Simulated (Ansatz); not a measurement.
Ansatz (a first-principles code) input:

Ansatz 0.2 input:
```yaml
crystal:
  periodic: [false, false, false]
  atoms:
    - {symbol: Ta, position_ang: [0.65967430, -0.24623403, 0.01176553]}
    - {symbol: O, position_ang: [1.36412049, 0.04232104, -1.52187224]}
    - {symbol: Br, position_ang: [-1.68769108, 0.50390045, 0.32331699]}
basis:
  gaussian:
    orbitals: def2-TZVPD
hamiltonian:
  xc: {name: B2PLYP}
total_charge: 1
magnetization: {spin_polarized: true, initial_magnetization: 1}
correlation: {electrons: outside_noble_gas}
```

Q: Which total energy does the run end on?

A: -2705.55276 Eh (B2PLYP/def2-TZVPD). The basis has 140 functions.

This state (charge 1, doublet) is run at the relaxed geometry of the species with charge 0 and multiplicity 3.
